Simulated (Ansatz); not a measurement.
Z-matrix (Å, degrees):
```
C
Al 1 1.971
H 1 1.095 2 112.9
H 1 1.095 2 112.6 3 122.4
H 1 1.096 2 110.2 3 -118.9
C 2 1.969 1 119.2 3 -164.7
S 2 2.571 1 100.1 3 -59.6
H 2 1.604 1 117.8 3 39.0
H 6 1.095 2 112.7 1 42.3
H 6 1.096 2 110.1 1 -76.4
H 6 1.094 2 112.7 1 164.7
H 7 1.345 2 98.9 1 -43.2
H 7 1.344 2 96.3 1 50.6
```

Charge 0, multiplicity 1.

Question: List the PBE0/def2-TZVPP orbital energies in eV (Ansatz). (Best estimate.)

Answer: Computed: Occupied: -2424.05, -1526.35, -276.86, -276.81, -219.40, -163.23, -163.16, -163.04, -112.25, -72.36, -72.18, -72.17, -22.22, -18.55, -18.30, -13.72, -12.05, -10.77, -10.67, -10.52, -10.37, -10.30, -8.62, -7.37, -7.24. Lowest empty: -0.49, -0.12, 0.80, 1.43, 1.58, 2.71, 2.79, 3.41.
